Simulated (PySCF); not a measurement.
C2H6ClGa (SMILES [CH3][Ga]([CH3])[Cl]), singlet, at a GFN2-xTB geometry (such geometries of metal compounds can be far from the true shape); BLYP/6-31G (PySCF).

Here is a job for PySCF.
```python
from pyscf import gto, scf, dft

mol = gto.Mole()
mol.atom = '''
    Ga   -0.238826    0.100834   -0.140928
    C    -1.801463   -1.215728   -0.233938
    H    -1.489747   -2.112350   -0.776704
    H    -2.677611   -0.793048   -0.726654
    H    -2.077411   -1.521984    0.778831
    C    -0.065049    2.001846   -0.875734
    H     0.732351    2.031670   -1.623405
    H     0.216980    2.678727   -0.064580
    H    -0.987966    2.361123   -1.332046
    Cl    1.463887   -0.616864    0.868903
'''
mol.basis = '6-31g'
mol.charge = 0
mol.spin = 0
mol.verbose = 4
mol.build()

mf = dft.RKS(mol)
mf.xc = 'blyp'
mf.damp = 0.5
mf.diis_start_cycle = 5
mf.kernel()
mf.analyze()
```

What the program printed (banner, timings and long lists left out):

```
PySCF version 2.14.0

[INPUT] verbose = 4
[INPUT] num. atoms = 10
[INPUT] num. electrons = 66
[INPUT] charge = 0
[INPUT] spin (= nelec alpha-beta = 2S) = 0
[INPUT] symmetry False subgroup None
[INPUT] Mole.unit = angstrom
[INPUT] Symbol           X                Y                Z      unit          X                Y                Z       unit  Magmom
[INPUT]  1 Ga    -0.238826000000   0.100834000000  -0.140928000000 AA   -0.451315731425   0.190548644044  -0.266315323283 Bohr   0.0
[INPUT]  2 C     -1.801463000000  -1.215728000000  -0.233938000000 AA   -3.404271693537  -2.297392961965  -0.442078750129 Bohr   0.0
[INPUT]  3 H     -1.489747000000  -2.112350000000  -0.776704000000 AA   -2.815213824892  -3.991762979225  -1.467757839854 Bohr   0.0
[INPUT]  4 H     -2.677611000000  -0.793048000000  -0.726654000000 AA   -5.059951458123  -1.498643523634  -1.373177047320 Bohr   0.0
[INPUT]  5 H     -2.077411000000  -1.521984000000   0.778831000000 AA   -3.925737838159  -2.876132925970   1.471777287321 Bohr   0.0
[INPUT]  6 C     -0.065049000000   2.001846000000  -0.875734000000 AA   -0.122924794677   3.782940683556  -1.654897417970 Bohr   0.0
[INPUT]  7 H      0.732351000000   2.031670000000  -1.623405000000 AA    1.383942817051   3.839299875495  -3.067790839250 Bohr   0.0
[INPUT]  8 H      0.216980000000   2.678727000000  -0.064580000000 AA    0.410032774508   5.062060392478  -0.122038513124 Bohr   0.0
[INPUT]  9 H     -0.987966000000   2.361123000000  -1.332046000000 AA   -1.866985160382   4.461875816411  -2.517202125322 Bohr   0.0
[INPUT] 10 Cl     1.463887000000  -0.616864000000   0.868903000000 AA    2.766345507311  -1.165704016104   1.641988698813 Bohr   0.0

nuclear repulsion = 340.705483283049
number of shells = 40
number of NR pGTOs = 204
number of NR cGTOs = 70
basis = 6-31g
ecp = {}

******** <class 'pyscf.dft.rks.RKS'> ********
method = RKS
initial guess = minao
damping factor = 0.5
level_shift factor = 0
DIIS = <class 'pyscf.scf.diis.CDIIS'>
diis_start_cycle = 5
diis_space = 8
diis_damp = 0
SCF conv_tol = 1e-09
SCF conv_tol_grad = None
SCF max_cycles = 50
direct_scf = True
direct_scf_tol = 1e-13
XC library pyscf.dft.libxc version 7.1.2
    S. Lehtola, C. Steigemann, M. J. T. Oliveira, and M. A. L. Marques,  SoftwareX 7, 1–5 (2018)
XC functionals = blyp
    A. D. Becke,  Phys. Rev. A 38, 3098 (1988)
    C. Lee, W. Yang, and R. G. Parr,  Phys. Rev. B 37, 785 (1988)
    B. Miehlich, A. Savin, H. Stoll, and H. Preuss,  Chem. Phys. Lett. 157, 200 (1989)
radial grids:
    Treutler-Ahlrichs [JCP 102, 346 (1995); DOI:10.1063/1.469408] (M4) radial grids

becke partition: Becke, JCP 88, 2547 (1988); DOI:10.1063/1.454033
pruning grids: <function nwchem_prune>
grids dens level: 3
symmetrized grids: False
atomic radii adjust function: <function treutler_atomic_radii_adjust>
small_rho_cutoff = 0
Set gradient conv threshold to 3.16228e-05
Initial guess from minao.
tot grids = 126872
init E= -2464.00026043116
  HOMO = -0.310074538011013  LUMO = -0.0691015040790994  gap/eV = 6.55721
cycle= 1 E= -2464.41044954807  delta_E= -0.41  |g|= 0.705  |ddm|=  2.9
  HOMO = -0.226926776467507  LUMO = -0.067714579677598  gap/eV = 4.33238
cycle= 2 E= -2464.53964666814  delta_E= -0.129  |g|= 0.236  |ddm|= 0.997
  HOMO = -0.237960325436993  LUMO = -0.0618432228216661  gap/eV = 4.79239
cycle= 3 E= -2464.55106494994  delta_E= -0.0114  |g|= 0.0767  |ddm|= 0.29
  HOMO = -0.228746433292223  LUMO = -0.0599420709654823  gap/eV = 4.59340
cycle= 4 E= -2464.55237270814  delta_E= -0.00131  |g|= 0.0298  |ddm|= 0.105
  HOMO = -0.229124890944439  LUMO = -0.0576898779416357  gap/eV = 4.66498
cycle= 5 E= -2464.55194299209  delta_E= 0.00043  |g|= 0.0497  |ddm|= 0.078
  HOMO = -0.222368972586517  LUMO = -0.0578455802694466  gap/eV = 4.47691
cycle= 6 E= -2464.55050246105  delta_E= 0.00144  |g|= 0.0879  |ddm|= 0.141
  HOMO = -0.227056904293419  LUMO = -0.0579669793869342  gap/eV = 4.60117
cycle= 7 E= -2464.55258722339  delta_E= -0.00208  |g|= 0.00296  |ddm|= 0.0932
  HOMO = -0.227107156643779  LUMO = -0.0579108702742235  gap/eV = 4.60407
cycle= 8 E= -2464.5525896543  delta_E= -2.43e-06  |g|= 0.000212  |ddm|= 0.00425
  HOMO = -0.227091433120061  LUMO = -0.0579123148808001  gap/eV = 4.60360
cycle= 9 E= -2464.5525896658  delta_E= -1.15e-08  |g|= 2.57e-05  |ddm|= 0.000371
  HOMO = -0.227086761052109  LUMO = -0.0579074552105738  gap/eV = 4.60360
cycle= 10 E= -2464.55258966602  delta_E= -2.22e-10  |g|= 1.11e-05  |ddm|= 7.31e-05
  HOMO = -0.227089385745415  LUMO = -0.0579090980118329  gap/eV = 4.60363
Extra cycle  E= -2464.552589666  delta_E= 2.18e-11  |g|= 1.46e-05  |ddm|= 3.01e-05
converged SCF energy = -2464.552589666
**** SCF Summaries ****
Total Energy =                       -2464.552589665995583
Nuclear Repulsion Energy =             340.705483283048977
One-electron Energy =                -4105.122665865288582
Two-electron Energy =                 1299.864592916244192
Two-electron Coulomb Energy =         1416.348141230165311
DFT Exchange-Correlation Energy =     -116.483548313921119
HOMO-LUMO gap [eV] =                     4.603630116493176
**** MO energy ****
MO #1   energy= -370.990629107582  occ= 2
MO #2   energy= -100.696638910447  occ= 2
MO #3   energy= -45.3152018517208  occ= 2
MO #4   energy= -40.1739081301546  occ= 2
MO #5   energy= -40.1709547720749  occ= 2
MO #6   energy= -40.1699701174878  occ= 2
MO #7   energy= -9.91083201260506  occ= 2
MO #8   energy= -9.91082119910392  occ= 2
MO #9   energy= -9.14546860847884  occ= 2
MO #10  energy= -6.97497507042615  occ= 2
MO #11  energy= -6.96965918078287  occ= 2
MO #12  energy= -6.96785088659828  occ= 2
MO #13  energy= -5.2313920031174   occ= 2
MO #14  energy= -3.56658521421172  occ= 2
MO #15  energy= -3.56116066685006  occ= 2
MO #16  energy= -3.55546128299613  occ= 2
MO #17  energy= -0.740131875504203 occ= 2
MO #18  energy= -0.685592111067269 occ= 2
MO #19  energy= -0.681856814757392 occ= 2
MO #20  energy= -0.681601636453882 occ= 2
MO #21  energy= -0.677473207800011 occ= 2
MO #22  energy= -0.667950625795497 occ= 2
MO #23  energy= -0.611372069440176 occ= 2
MO #24  energy= -0.607498028510938 occ= 2
MO #25  energy= -0.380246737091205 occ= 2
MO #26  energy= -0.355931023829742 occ= 2
MO #27  energy= -0.355689363846483 occ= 2
MO #28  energy= -0.351953287565312 occ= 2
MO #29  energy= -0.349681847680786 occ= 2
MO #30  energy= -0.2763311179518   occ= 2
MO #31  energy= -0.275255710744641 occ= 2
MO #32  energy= -0.270739125022794 occ= 2
MO #33  energy= -0.227089385745415 occ= 2
MO #34  energy= -0.0579090980118329 occ= 0
MO #35  energy= -0.0245464073019082 occ= 0
MO #36  energy= 0.033239374601703  occ= 0
MO #37  energy= 0.0458851242347693 occ= 0
MO #38  energy= 0.0728162332812761 occ= 0
MO #39  energy= 0.0907912826955473 occ= 0
MO #40  energy= 0.109646895232519  occ= 0
MO #41  energy= 0.135097514170165  occ= 0
 ** Mulliken pop on meta-lowdin orthogonal AOs  **
 ** Mulliken pop  **
 ** Mulliken atomic charges  **
charge of    0Ga =      0.55040
charge of    1C =     -0.50930
charge of    2H =      0.12484
charge of    3H =      0.11936
charge of    4H =      0.12478
charge of    5C =     -0.50928
charge of    6H =      0.12485
charge of    7H =      0.12476
charge of    8H =      0.11937
charge of    9Cl =     -0.26979
Dipole moment(X, Y, Z, Debye): -2.24096,  0.94280, -1.33695
```
